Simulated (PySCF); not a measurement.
PySCF 2.14 output of an unrestricted TPSSh calculation on a single atom or ion in x2c-TZVPPall (11s7p7d4f2g, 113 functions), with the spin-free X2C one-electron Hamiltonian (Gaussian nucleus):

```
SCF conv_tol = 1e-09
number electrons alpha = 30  beta = 27
    V. N. Staroverov, G. E. Scuseria, J. Tao, and J. P. Perdew.,  J. Chem. Phys. 119, 12129 (2003)
cycle= 1 E= -8859.09242609488  delta_E= -0.0151  |g|= 0.0458  |ddm|= 0.236
cycle= 2 E= -8859.09275000625  delta_E= -0.000324  |g|= 0.0173  |ddm|= 0.0488
cycle= 3 E= -8859.09282304239  delta_E= -7.3e-05  |g|= 0.0087  |ddm|= 0.0337
cycle= 4 E= -8859.09283925047  delta_E= -1.62e-05  |g|= 0.000902  |ddm|= 0.0126
cycle= 5 E= -8859.09284612594  delta_E= -6.88e-06  |g|= 0.000677  |ddm|= 0.0147
cycle= 6 E= -8859.09285639252  delta_E= -1.03e-05  |g|= 0.000704  |ddm|= 0.0228
cycle= 7 E= -8859.0928409019  delta_E= 1.55e-05  |g|= 0.000721  |ddm|= 0.0342
cycle= 8 E= -8859.0929425532  delta_E= -0.000102  |g|= 0.00617  |ddm|= 0.429
cycle= 9 E= -8859.09268245746  delta_E= 0.00026  |g|= 0.0153  |ddm|= 0.292
cycle= 10 E= -8859.0929253732  delta_E= -0.000243  |g|= 0.00718  |ddm|= 0.232
cycle= 11 E= -8859.09293879919  delta_E= -1.34e-05  |g|= 0.000626  |ddm|= 0.25
cycle= 12 E= -8859.09291952808  delta_E= 1.93e-05  |g|= 0.00623  |ddm|= 0.292
cycle= 13 E= -8859.09296430535  delta_E= -4.48e-05  |g|= 0.000527  |ddm|= 0.128
cycle= 14 E= -8859.0929642237  delta_E= 8.17e-08  |g|= 0.000269  |ddm|= 0.0208
cycle= 15 E= -8859.09296429826  delta_E= -7.46e-08  |g|= 0.000293  |ddm|= 0.00273
cycle= 16 E= -8859.09296450082  delta_E= -2.03e-07  |g|= 4.99e-05  |ddm|= 0.00987
cycle= 17 E= -8859.09296450636  delta_E= -5.54e-09  |g|= 3.51e-07  |ddm|= 0.00194
cycle= 18 E= -8859.09296450636  delta_E= -5.46e-12  |g|= 2.62e-07  |ddm|= 3.88e-05
converged SCF energy = -8859.09296450636  <S^2> = 3.7522501  2S+1 = 4.0011249
```

The run itself started from symmetry-adapted Hartree-Fock orbitals and held the occupation by maximum overlap, on a logarithmic radial grid, so the iterations belong to that start.

Q: Which element, charge and spin multiplicity is this?

A: Ce⁺ (cerium, charge +1), multiplicity 4; the state was [Xe] 4f1 5d2, one real determinant.

⟨L²⟩ = 23.53 against 42 for a pure I term, so this real determinant mixes terms. Spin-orbit coupling, absent here, splits the open shell strongly.
